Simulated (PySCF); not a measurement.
Working out the ionisation energy of Ge

Ge [Ar] 3d10 4s2 4p2 (3P) → Ge⁺ [Ar] 3d10 4s2 4p1 (2P). All numbers are calculated (PySCF 2.14, the spin-free X2C one-electron Hamiltonian (Gaussian nucleus), in aug-cc-pVTZ-DK (7s6p4d2f, 59 functions)). Frozen: [Ar] 3d10. Energies in hartree (1 hartree = 27.21139 eV):

```json
{"part": "UHF", "Ge (lower)": "-2097.051689", "Ge⁺ (upper)": "-2096.779630"}
{"part": "MP2 opposite-spin", "Ge (lower)": "-0.041471", "Ge⁺ (upper)": "-0.034747"}
{"part": "MP2 same-spin", "Ge (lower)": "-0.008846", "Ge⁺ (upper)": "-0.002557"}
```

Question: What does Hartree-Fock give?

Answer: (-2096.779630) − (-2097.051689) = 0.272059 hartree = 7.403 eV.

Question: What do MP2 and SCS-MP2 (6/5 opposite-spin, 1/3 same-spin) give?

Answer: The opposite-spin parts differ by 0.183 eV and the same-spin parts by 0.171 eV. MP2: 7.403 + (0.183) + (0.171) = 7.757 eV. SCS-MP2: 7.403 + 1.2 × (0.183) + (0.171)/3 = 7.680 eV.

Measured between the centres of the two terms (NIST): 7.925 eV, so MP2 (valence) is off by -0.168 eV.

What remains against the reference includes basis incompleteness, the frozen core and correlation beyond second order.
